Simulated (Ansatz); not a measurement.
Molecular dynamics, step by step

C₂H₃OSi (charge +1), singlet, PBE0-D4/STO-3G (Ansatz 0.2.0). Settings (timestep in fs, temperature in K; T counts 15 degrees of freedom):

```yaml
hamiltonian: {xc: pbe0, dispersion: d4}
md: {n_steps: 80, timestep: 1.0, temperature: 700, ensemble: nvt_nose_hoover, seed: 811, initial_velocities: maxwell_boltzmann}
```

Start:

```xyz
7
angstrom
O -0.8328 1.2458 0.3355
C 0.1414 0.4862 0.7633
C 0.6130 -0.6111 0.1169
Si 0.2880 -1.4805 -1.3470
H -1.0469 1.9931 0.9180
H 0.6251 0.7337 1.7079
H 0.2121 -2.3672 -2.4946
```

```
step  time (fs)  potential energy less the start (meV)  kinetic energy (meV)  T (K)
   0       0.00                                    0.0                 452.4    700
   5       5.00                                 -384.9                 829.1   1283
  10      10.00                                   35.8                 416.6    645
  15      15.00                                 -419.5                 862.2   1334
  20      20.00                                 -458.9                 889.6   1376
  25      25.00                                 -641.2                1057.4   1636
  30      30.00                                 -354.8                 761.3   1178
  35      35.00                                   24.0                 375.2    581
  40      40.00                                 -142.0                 524.0    811
  45      45.00                                 -551.8                 904.1   1399
  50      50.00                                 -530.5                 865.0   1338
  55      55.00                                 -523.6                 829.5   1284
  60      60.00                                 -559.9                 830.9   1286
  65      65.00                                 -412.1                 648.8   1004
  70      70.00                                 -490.5                 697.3   1079
  75      75.00                                 -246.4                 426.9    661
  80      80.00                                 -235.4                 393.1    608
```

Step 10, positions (Å) and forces (eV/Å):

```csv
atom,x,y,z,Fx,Fy,Fz
O1,-0.856,1.250,0.278,3.051,-2.929,0.954
C2,0.230,0.448,0.820,-2.514,-0.443,-4.309
C3,0.532,-0.681,-0.001,0.730,5.331,6.821
Si4,0.291,-1.424,-1.301,-1.183,-4.625,-6.486
H5,-1.144,1.797,1.061,-0.340,1.334,1.089
H6,0.775,0.792,1.710,0.084,0.014,0.732
H7,0.381,-2.601,-2.283,0.173,1.317,1.200
```

Step 25, positions (Å) and forces (eV/Å):

```csv
atom,x,y,z,Fx,Fy,Fz
O1,-0.806,1.205,0.327,-2.900,1.796,-2.306
C2,0.180,0.523,0.788,3.867,-5.073,1.984
C3,0.558,-0.664,0.091,-0.721,2.138,0.298
Si4,0.245,-1.436,-1.381,0.904,-1.050,0.285
H5,-1.009,1.983,0.910,-0.235,1.148,0.964
H6,0.647,0.639,1.828,-0.405,0.513,-1.028
H7,1.116,-2.656,-1.493,-0.511,0.528,-0.198
```

Step 75, positions (Å) and forces (eV/Å):

```
atom       x       y       z      Fx      Fy      Fz
  O1  -0.813   1.489   0.603  -3.005   1.686  -0.946
  C2   0.055   0.495   0.642   2.830  -0.327   4.035
  C3   0.353  -0.599  -0.124  -0.247   0.760  -0.333
 Si4   0.397  -1.603  -1.380  -0.144  -1.697  -1.388
  H5  -1.021   2.004   1.511   1.440  -1.365  -1.377
  H6   0.729   0.594   1.584  -0.637  -0.643  -0.963
  H7   0.869  -2.944  -1.988  -0.236   1.585   0.971
```

Last step (80):

O1  (-0.837, 1.532, 0.631)
C2  (0.053, 0.477, 0.664)
C3  (0.366, -0.609, -0.160)
Si4  (0.405, -1.623, -1.391)
H5  (-0.933, 2.106, 1.457)
H6  (0.685, 0.603, 1.532)
H7  (0.843, -2.837, -1.847)
(Å)

The run took about 2.4 min on 2 CPU threads of an AMD EPYC (shared host).
